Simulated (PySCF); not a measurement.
Record of a relaxation.

Species: C2H7AlFN.
Atom-mapped SMILES: `[CH3:1][N:2]([CH3:3])[AlH:4][F:5]` (hydrogens: H6, H7, H8 on C1; H9, H10, H11 on C3; H12 on Al4)

Method: PBE0-D3(BJ)/def2-SVP geometry optimisation, gas phase in PySCF; density fitting, grid level 1; the optimiser is geomeTRIC in internal coordinates, started from a GFN2-xTB structure with every atom displaced at random (about 0.01 Å). 14 of its 16 geometries are shown. The frame can shift and turn from step to step; on so coarse a grid that alone can change the energy by a few meV, and forces under 0.02 eV/Å are noise.

Step 0: E = -12977.3502 eV, largest atomic force 2.666 eV/Å
```
atom  x, y, z in Å  |  force x, y, z in eV/Å
C1     -0.834   -1.113   -0.003   -0.451   1.871  -0.633
N2      0.050    0.036   -0.005    1.013   0.161  -0.088
C3     -0.645    1.321    0.031    1.672  -0.896   1.253
Al4     1.851   -0.277   -0.050   -2.662  -0.132   0.054
F5      2.965    0.893   -0.061    1.040   1.382  -0.005
H6     -1.520   -1.057   -0.883    0.143  -0.313   0.206
H7     -0.256   -2.009   -0.041    0.463  -1.196  -0.041
H8     -1.461   -1.096    0.890   -0.335  -0.268   0.457
H9     -1.278    1.458   -0.814   -0.929   0.206  -1.179
H10    -1.243    1.411    0.952   -0.206   0.074   0.065
H11     0.111    2.118    0.052   -0.104   0.197  -0.066
H12     2.298   -1.714   -0.077    0.356  -1.086  -0.021
```

Step 1: E = -12977.5578 eV, largest atomic force 0.628 eV/Å
```
atom  x, y, z in Å  |  force x, y, z in eV/Å
C1     -0.974   -0.985   -0.077    0.236  -0.427   0.107
N2      0.067    0.008   -0.029   -0.042  -0.127   0.115
C3     -0.405    1.362   -0.085   -0.433   0.174  -0.259
Al4     1.738   -0.508    0.228    0.450   0.370  -0.236
F5      2.869    0.739    0.254   -0.211  -0.392   0.078
H6     -1.576   -0.918   -1.000   -0.061   0.037  -0.066
H7     -0.509   -1.996   -0.060   -0.292   0.209   0.008
H8     -1.671   -0.923    0.786    0.020   0.028  -0.075
H9     -1.013    1.550   -1.007    0.265  -0.054   0.268
H10    -1.066    1.604    0.771   -0.001   0.012   0.022
H11     0.425    2.082   -0.073    0.087  -0.018  -0.027
H12     2.152   -2.038    0.284   -0.018   0.189   0.063
```

Step 2: E = -12977.5838 eV, largest atomic force 0.242 eV/Å
```
atom  x, y, z in Å  |  force x, y, z in eV/Å
C1     -0.974   -0.992   -0.076    0.060  -0.093  -0.041
N2      0.072    0.003   -0.037   -0.042  -0.127   0.112
C3     -0.427    1.353   -0.086   -0.035   0.101  -0.093
Al4     1.767   -0.470    0.184    0.128   0.079   0.025
F5      2.950    0.709    0.298   -0.213  -0.108  -0.035
H6     -1.587   -0.907   -0.994   -0.008   0.015   0.000
H7     -0.554   -2.013   -0.062    0.001   0.080   0.015
H8     -1.665   -0.912    0.787    0.003   0.036  -0.011
H9     -1.030    1.532   -1.001    0.063  -0.002   0.044
H10    -1.081    1.592    0.777    0.026  -0.026  -0.003
H11     0.405    2.073   -0.087   -0.001   0.038   0.009
H12     2.161   -1.990    0.291    0.019   0.008  -0.021
```

Step 3: E = -12977.5899 eV, largest atomic force 0.154 eV/Å
```
atom  x, y, z in Å  |  force x, y, z in eV/Å
C1     -0.980   -1.000   -0.076   -0.055   0.109  -0.048
N2      0.066   -0.007   -0.030    0.008  -0.135   0.074
C3     -0.415    1.351   -0.085    0.029   0.005  -0.007
Al4     1.762   -0.480    0.185    0.002   0.103   0.003
F5      2.890    0.746    0.292   -0.015  -0.024  -0.011
H6     -1.588   -0.911   -0.998   -0.001  -0.011   0.009
H7     -0.567   -2.021   -0.055    0.048  -0.006   0.010
H8     -1.677   -0.910    0.781   -0.021   0.004   0.001
H9     -1.005    1.539   -1.002   -0.009   0.000  -0.029
H10    -1.070    1.597    0.775    0.005  -0.016  -0.004
H11     0.426    2.062   -0.079   -0.008  -0.015   0.018
H12     2.195   -1.988    0.285    0.016  -0.015  -0.015
```

Step 5: E = -12977.5934 eV, largest atomic force 0.100 eV/Å
```
atom  x, y, z in Å  |  force x, y, z in eV/Å
C1     -0.991   -1.008   -0.074   -0.013   0.041   0.012
N2      0.059   -0.023   -0.007    0.007  -0.013   0.021
C3     -0.412    1.338   -0.079    0.006  -0.024   0.020
Al4     1.764   -0.460    0.193   -0.030  -0.061  -0.057
F5      2.857    0.793    0.280    0.064   0.075   0.017
H6     -1.575   -0.928   -1.012    0.012  -0.009  -0.012
H7     -0.574   -2.027   -0.030   -0.013  -0.022   0.002
H8     -1.711   -0.907    0.762    0.008  -0.007  -0.003
H9     -0.973    1.528   -1.014   -0.015   0.012  -0.013
H10    -1.087    1.585    0.764   -0.025   0.014  -0.006
H11     0.433    2.044   -0.047    0.000  -0.004   0.004
H12     2.247   -1.956    0.257   -0.001   0.000   0.015
```

Step 6: E = -12977.5945 eV, largest atomic force 0.073 eV/Å
```
atom  x, y, z in Å  |  force x, y, z in eV/Å
C1     -0.992   -1.014   -0.073    0.009  -0.016   0.009
N2      0.059   -0.031    0.000   -0.008   0.042   0.009
C3     -0.416    1.331   -0.076    0.007  -0.016   0.004
Al4     1.771   -0.448    0.186   -0.030  -0.062  -0.023
F5      2.847    0.820    0.278    0.040   0.050   0.005
H6     -1.566   -0.935   -1.017    0.004  -0.008  -0.009
H7     -0.579   -2.034   -0.021   -0.014  -0.002   0.000
H8     -1.720   -0.907    0.756    0.012  -0.003  -0.003
H9     -0.966    1.520   -1.018   -0.003   0.005   0.003
H10    -1.103    1.575    0.758   -0.013  -0.002  -0.004
H11     0.426    2.038   -0.031    0.000   0.003   0.001
H12     2.275   -1.938    0.252   -0.004   0.009   0.007
```

Step 7: E = -12977.5949 eV, largest atomic force 0.039 eV/Å
```
atom  x, y, z in Å  |  force x, y, z in eV/Å
C1     -0.987   -1.019   -0.073    0.010  -0.023   0.001
N2      0.059   -0.031    0.002    0.006   0.038   0.000
C3     -0.422    1.328   -0.073   -0.013  -0.007  -0.003
Al4     1.774   -0.438    0.182   -0.002  -0.022  -0.002
F5      2.845    0.838    0.272   -0.002   0.005  -0.004
H6     -1.557   -0.946   -1.020    0.001  -0.002  -0.001
H7     -0.573   -2.039   -0.016   -0.001   0.008   0.001
H8     -1.719   -0.913    0.752    0.002   0.000  -0.001
H9     -0.967    1.518   -1.019    0.005   0.000   0.007
H10    -1.118    1.566    0.755   -0.002  -0.005  -0.001
H11     0.416    2.039   -0.021   -0.002   0.002   0.001
H12     2.287   -1.925    0.253   -0.002   0.006   0.001
```

Step 8: E = -12977.5952 eV, largest atomic force 0.047 eV/Å
```
atom  x, y, z in Å  |  force x, y, z in eV/Å
C1     -0.979   -1.027   -0.073    0.007  -0.020  -0.005
N2      0.059   -0.030    0.005    0.012   0.023  -0.004
C3     -0.433    1.324   -0.070   -0.022   0.003  -0.005
Al4     1.778   -0.425    0.177    0.022   0.023   0.012
F5      2.842    0.860    0.259   -0.032  -0.032  -0.009
H6     -1.545   -0.962   -1.023   -0.003   0.002   0.005
H7     -0.557   -2.044   -0.011    0.009   0.008   0.001
H8     -1.714   -0.924    0.749   -0.005   0.002   0.000
H9     -0.972    1.515   -1.019    0.007  -0.004   0.004
H10    -1.139    1.553    0.753    0.006  -0.006   0.002
H11     0.398    2.043   -0.007   -0.003   0.001   0.001
H12     2.300   -1.907    0.256    0.002   0.001  -0.004
```

Step 9: E = -12977.5956 eV, largest atomic force 0.075 eV/Å
```
atom  x, y, z in Å  |  force x, y, z in eV/Å
C1     -0.961   -1.041   -0.072    0.002  -0.008  -0.008
N2      0.059   -0.027    0.008    0.013   0.000  -0.009
C3     -0.454    1.319   -0.065   -0.021   0.009  -0.004
Al4     1.784   -0.400    0.170    0.036   0.059   0.020
F5      2.834    0.898    0.234   -0.049  -0.056  -0.008
H6     -1.522   -0.990   -1.027   -0.005   0.004   0.008
H7     -0.525   -2.050   -0.003    0.015   0.004   0.001
H8     -1.703   -0.946    0.745   -0.008   0.001   0.002
H9     -0.986    1.508   -1.019    0.003  -0.006   0.001
H10    -1.174    1.530    0.751    0.011  -0.004   0.005
H11     0.364    2.051    0.012   -0.003   0.000  -0.001
H12     2.322   -1.875    0.260    0.005  -0.004  -0.007
```

Step 10: E = -12977.5959 eV, largest atomic force 0.065 eV/Å
```
atom  x, y, z in Å  |  force x, y, z in eV/Å
C1     -0.944   -1.054   -0.071   -0.003   0.005  -0.005
N2      0.060   -0.023    0.010    0.008  -0.017  -0.011
C3     -0.476    1.315   -0.061   -0.009   0.009  -0.002
Al4     1.790   -0.376    0.163    0.029   0.056   0.018
F5      2.825    0.933    0.213   -0.036  -0.043  -0.004
H6     -1.503   -1.016   -1.027   -0.004   0.004   0.006
H7     -0.490   -2.056    0.003    0.012  -0.001  -0.001
H8     -1.690   -0.969    0.744   -0.005  -0.001   0.004
H9     -1.004    1.499   -1.017   -0.003  -0.006  -0.002
H10    -1.203    1.509    0.752    0.009   0.000   0.005
H11     0.329    2.060    0.025   -0.003  -0.001  -0.002
H12     2.343   -1.845    0.259    0.005  -0.004  -0.008
```

Step 12: E = -12977.5966 eV, largest atomic force 0.042 eV/Å
```
atom  x, y, z in Å  |  force x, y, z in eV/Å
C1     -0.912   -1.077   -0.065   -0.006   0.015   0.008
N2      0.061   -0.017    0.009   -0.008  -0.025  -0.009
C3     -0.515    1.304   -0.056    0.017   0.000   0.002
Al4     1.799   -0.331    0.152   -0.019  -0.018   0.001
F5      2.806    0.997    0.193    0.026   0.033   0.003
H6     -1.480   -1.054   -1.016    0.001  -0.001  -0.001
H7     -0.426   -2.064    0.006   -0.005  -0.005  -0.004
H8     -1.655   -1.015    0.755    0.007  -0.005   0.003
H9     -1.058    1.471   -1.007   -0.010  -0.001   0.002
H10    -1.237    1.477    0.765   -0.004   0.005   0.002
H11     0.268    2.074    0.020    0.000  -0.001  -0.004
H12     2.384   -1.789    0.237    0.001   0.003  -0.002
```

Step 13: E = -12977.5969 eV, largest atomic force 0.061 eV/Å
```
atom  x, y, z in Å  |  force x, y, z in eV/Å
C1     -0.898   -1.089   -0.060   -0.003   0.011   0.009
N2      0.062   -0.015    0.007   -0.011  -0.019  -0.007
C3     -0.533    1.297   -0.054    0.018  -0.001   0.004
Al4     1.804   -0.307    0.144   -0.030  -0.040  -0.006
F5      2.794    1.032    0.187    0.037   0.049   0.001
H6     -1.475   -1.071   -1.005    0.001  -0.002  -0.002
H7     -0.397   -2.069    0.003   -0.009  -0.003  -0.003
H8     -1.633   -1.039    0.767    0.009  -0.004   0.002
H9     -1.091    1.453   -0.998   -0.007   0.001   0.004
H10    -1.246    1.464    0.777   -0.006   0.003   0.001
H11     0.241    2.078    0.009    0.001   0.000  -0.003
H12     2.408   -1.758    0.218   -0.001   0.005   0.001
```

Step 14: E = -12977.5972 eV, largest atomic force 0.043 eV/Å
```
atom  x, y, z in Å  |  force x, y, z in eV/Å
C1     -0.886   -1.099   -0.054   -0.001   0.002   0.006
N2      0.062   -0.016    0.004   -0.008  -0.009  -0.003
C3     -0.547    1.291   -0.052    0.010   0.001   0.004
Al4     1.809   -0.285    0.133   -0.022  -0.033  -0.008
F5      2.783    1.066    0.177    0.026   0.034  -0.003
H6     -1.476   -1.084   -0.992    0.000  -0.001  -0.001
H7     -0.375   -2.074   -0.002   -0.007   0.000  -0.001
H8     -1.612   -1.061    0.783    0.006  -0.001   0.002
H9     -1.123    1.436   -0.987   -0.002   0.002   0.004
H10    -1.249    1.453    0.790   -0.004   0.001   0.000
H11     0.219    2.079   -0.004    0.001   0.000  -0.002
H12     2.432   -1.729    0.199   -0.001   0.004   0.002
```

Step 15: E = -12977.5973 eV, largest atomic force under 0.02 eV/Å
```
atom  x, y, z in Å  |  force x, y, z in eV/Å
C1     -0.882   -1.105   -0.049    0.001  -0.003   0.001
N2      0.062   -0.017    0.002   -0.001  -0.001   0.000
C3     -0.553    1.286   -0.049    0.000   0.002   0.003
Al4     1.811   -0.275    0.122   -0.005  -0.009  -0.006
F5      2.776    1.085    0.162    0.005   0.005  -0.005
H6     -1.481   -1.090   -0.981   -0.001   0.000   0.002
H7     -0.366   -2.078   -0.005   -0.002   0.002   0.001
H8     -1.598   -1.072    0.796    0.001   0.001   0.002
H9     -1.141    1.428   -0.978    0.002   0.002   0.001
H10    -1.246    1.448    0.800    0.000  -0.001   0.000
H11     0.210    2.078   -0.013    0.001   0.001   0.000
H12     2.446   -1.713    0.187    0.001   0.001   0.001
```

Task: Summarise the path.

Result: The energy falls by 5.70 kcal/mol from step 0 to step 15; nine tenths of that is first reached at step 2. It falls at every step. The largest force goes from 2.666 to under 0.02 eV/Å. Among the bonds Al4–H12 changes most, from 1.505 to 1.573 Å; the atoms move by 0.113 Å rms after alignment.

What follows is the cost of the whole optimisation. The run took 60 s on an Arm Neoverse V1 with one thread, no GPU, on a shared host, and the process peaked at 0.45 GiB of memory.
